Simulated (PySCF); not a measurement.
Ionisation energy of Pd⁴¹⁺ by level of theory

Pd⁴¹⁺ [He] 2s2 2p1 (2P) → Pd⁴²⁺ [He] 2s2 (1S), as a difference of total energies. All numbers are calculated (PySCF 2.14, the non-relativistic Hamiltonian (point nucleus), in an uncontracted even-tempered set (17 s from 16 bohr⁻², ratio 2.2; 10 p from 21 bohr⁻², ratio 2.2; 6 d from 83 bohr⁻², ratio 2.4; 5 f from 120 bohr⁻², ratio 2.4; 4 g from 190 bohr⁻², ratio 2.4)). Correlated levels: nothing frozen; virtual orbitals above 40 to 60 times the deepest correlated orbital energy dropped. The calculations carry no spin-orbit coupling.

```json
{"method": "UHF", "ionisation energy (eV)": "6266.6"}
{"method": "LDA", "ionisation energy (eV)": "6261.4"}
{"method": "PBE", "ionisation energy (eV)": "6267.7"}
{"method": "PBE0", "ionisation energy (eV)": "6267.6"}
{"method": "r2SCAN", "ionisation energy (eV)": "6269.5"}
{"method": "M06-L", "ionisation energy (eV)": "6269.2"}
{"method": "r2SCANh", "ionisation energy (eV)": "6269.3"}
{"method": "MP2 (all electrons)", "ionisation energy (eV)": "6264.8"}
{"method": "SCS-MP2 (all electrons)", "ionisation energy (eV)": "6264.2"}
```

A first-order spin-orbit estimate (lowest level to lowest level, LS coupling) adds 101.9 eV.

The gap to the reference is mostly relativistic.

For comparison: 6469 ± 5 eV (semi-empirical (NIST evaluation); NIST Atomic Spectra Database, ionization energies).
